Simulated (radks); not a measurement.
Valence configurations of Ho+ (all share [Xe]). All-electron calculation, Dirac Kohn-Sham, PBE, spin-unpolarised, spherical densities, finite nucleus; open shells fill j = l - 1/2 first; Fermi nuclear charge, rms radius 5.2022 fm. Program: a radial shooting solver on a logarithmic mesh with Libxc functionals. Energies are relative to 4f11 6s1; eigenvalues in eV.

| valence | E (eV) | e(4f5/2) | e(4f7/2) | e(5d3/2) | e(6p1/2) | e(6s1/2) |
|---|---|---|---|---|---|---|
| 4f11 6s1 | 0.000 | -10.100 | -9.124 | - | - | -8.947 |
| 4f12 | 2.307 | -4.210 | -3.301 | - | - | - |
| 4f11.5 6s0.5 | 0.590 | -6.695 | -5.752 | - | - | -8.182 |
| 4f9 6s1 6p2 | 23.133 | -30.711 | -29.600 | - | -8.796 | -13.198 |
| 4f11 6p1 | 3.236 | -11.281 | -10.305 | - | -6.368 | - |
| 4f10 6s2 | 3.423 | -18.574 | -17.532 | - | - | -10.558 |
| 4f10 5d1 6s1 | 4.427 | -16.199 | -15.159 | -8.342 | - | -9.627 |
| 4f11 5d0.5 6s0.5 | 1.056 | -9.209 | -8.234 | -6.351 | - | -8.552 |
| 4f10 6p2 | 11.012 | -20.828 | -19.785 | - | -7.867 | - |
| 4f10 5d2 | 5.956 | -14.172 | -13.133 | -7.046 | - | - |

NIST lists [Xe] 4f11 6s1 as the ground configuration; this level of theory agrees among the configurations tried. The energies are those of spherical spin-averaged densities, not of single terms.
